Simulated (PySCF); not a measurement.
## Potassium: a sound run and one with changed settings

Sound run: K+ [Ar], K(2+) [Ne] 3s2 3p5. Calculation: PySCF 2.14, in 6-31G*; no relativity, point nucleus. The sound run starts from symmetry-adapted Hartree-Fock orbitals and uses a fine grid where one is needed.

A second run was set up differently.

```json
{"species": "K+", "method": "UHF", "sound run (hartree)": "-598.97167", "changed run (hartree)": "-598.97167", "converged": "yes"}
{"species": "K+", "method": "TPSS", "sound run (hartree)": "-599.73105", "changed run (hartree)": "-599.73105", "converged": "yes"}
{"species": "K+", "method": "BP86", "sound run (hartree)": "-599.76068", "changed run (hartree)": "-599.76068", "converged": "yes"}
{"species": "K(2+)", "method": "UHF", "sound run (hartree)": "-597.81409", "changed run (hartree)": "-597.81409", "converged": "yes"}
{"species": "K(2+)", "method": "TPSS", "sound run (hartree)": "-598.52679", "changed run (hartree)": "-598.52772", "converged": "yes"}
{"species": "K(2+)", "method": "BP86", "sound run (hartree)": "-598.55338", "changed run (hartree)": "-598.55339", "converged": "yes"}
```

Ionisation energy of K+:

| method | sound run (eV) | changed run (eV) |
| --- | --- | --- |
| UHF | 31.499 | 31.499 |
| TPSS | 32.770 | 32.744 |
| BP86 | 32.852 | 32.852 |

What was changed?
A. angular grid far too coarse
B. basis contracted for another Hamiltonian
C. all electrons correlated in a valence basis
D. level shift left on

A. It used 14 angular points. A coarse angular grid integrates products of high-l functions wrongly, so density functionals can shift, and the SCF can exploit the error; Hartree-Fock and MP2 need no grid.
